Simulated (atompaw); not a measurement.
**rhenium (Re) PAW (atompaw): all-electron and pseudo phase curves**

```
Element                 : rhenium
Generator               : atompaw 4.2.0.5
Type                    : PAW
Functional              : LDA (PW92)
Relativity              : scalar-relativistic
Frozen core             : [Kr] 4d10 4f14 5s2
Valence charge          : 13
Reference configuration : 5p6 5d5 6s2 6p0
Partial waves           : 6s (bound): rc 2.70 bohr; 6s channel at 2.05 Ry: rc 2.70 bohr; 5p (bound): rc 1.95 bohr; 6p (bound, empty): rc 2.05 bohr; 5d (bound): rc 2.70 bohr; 5d channel at 0.15 Ry: rc 2.70 bohr
Local potential         : bessel scheme, radius 2.55 bohr
Core correction         : smooth core density matched at 2.45 bohr
Augmentation charge     : besselshape compensation charge, radius 2.05 bohr; PAW radius 2.70 bohr; waves and projectors: custom rrkj gramschmidtortho
```

The phase is arctan(r·u′/u) with u = r·R(r), unwrapped; energies in Ry, scanned from -5 to 5 Ry. A pole is an energy at which the radial function vanishes at the test radius. The pseudo phase is shifted by a multiple of π to meet the all-electron one at the reference energy, and phase errors are pseudo minus all-electron; the curves can meet again beyond the range given. Levels narrower than the energy grid can be missing from the lists of poles.

Task: For each channel, where are the poles, and over which energies does the pseudopotential scatter like the atom?

Result:

```json
{"channel": "s", "radius (bohr)": "2.71", "reference energy (Ry)": "-0.45", "poles, all-electron": "1.65", "poles, pseudo": "1.65", "unbroken range about the reference energy with phases within 0.05 rad": "below 4.6", "phase error 1 Ry above the reference energy (rad)": "-0.000"}
{"channel": "p", "radius (bohr)": "2.71", "reference energy (Ry)": "-0.11", "poles, all-electron": "-3.41, 3.24", "poles, pseudo": "-3.41, 3.29", "unbroken range about the reference energy with phases within 0.05 rad": "the whole range", "phase error 1 Ry above the reference energy (rad)": "+0.002"}
{"channel": "d", "radius (bohr)": "2.71", "reference energy (Ry)": "-0.41", "poles, all-electron": "0.05", "poles, pseudo": "0.05", "unbroken range about the reference energy with phases within 0.05 rad": "the whole range", "phase error 1 Ry above the reference energy (rad)": "+0.000"}
```

Phases in the s channel:

| E (Ry) | all-electron | pseudo |
| --- | --- | --- |
| -5.00 | 1.387 | 1.385 |
| -4.76 | 1.381 | 1.379 |
| -4.52 | 1.374 | 1.373 |
| -4.28 | 1.367 | 1.365 |
| -4.04 | 1.359 | 1.357 |
| -3.80 | 1.349 | 1.348 |
| -3.56 | 1.339 | 1.337 |
| -3.32 | 1.327 | 1.325 |
| -3.08 | 1.312 | 1.311 |
| -2.84 | 1.296 | 1.295 |
| -2.60 | 1.276 | 1.275 |
| -2.36 | 1.251 | 1.250 |
| -2.12 | 1.220 | 1.220 |
| -1.88 | 1.180 | 1.179 |
| -1.64 | 1.124 | 1.124 |
| -1.40 | 1.044 | 1.044 |
| -1.16 | 0.919 | 0.919 |
| -0.92 | 0.706 | 0.706 |
| -0.68 | 0.316 | 0.316 |
| -0.44 | -0.278 | -0.278 |
| -0.20 | -0.794 | -0.794 |
| 0.04 | -1.091 | -1.092 |
| 0.28 | -1.258 | -1.258 |
| 0.52 | -1.360 | -1.361 |
| 0.76 | -1.430 | -1.430 |
| 1.00 | -1.480 | -1.480 |
| 1.24 | -1.519 | -1.519 |
| 1.48 | -1.551 | -1.551 |
| 1.72 | -1.578 | -1.578 |
| 1.96 | -1.602 | -1.602 |
| 2.20 | -1.624 | -1.624 |
| 2.44 | -1.646 | -1.646 |
| 2.68 | -1.667 | -1.667 |
| 2.92 | -1.688 | -1.688 |
| 3.16 | -1.711 | -1.712 |
| 3.40 | -1.736 | -1.738 |
| 3.64 | -1.765 | -1.768 |
| 3.88 | -1.799 | -1.805 |
| 4.12 | -1.842 | -1.852 |
| 4.36 | -1.898 | -1.918 |
| 4.60 | -1.975 | -2.017 |
| 4.84 | -2.091 | -2.187 |
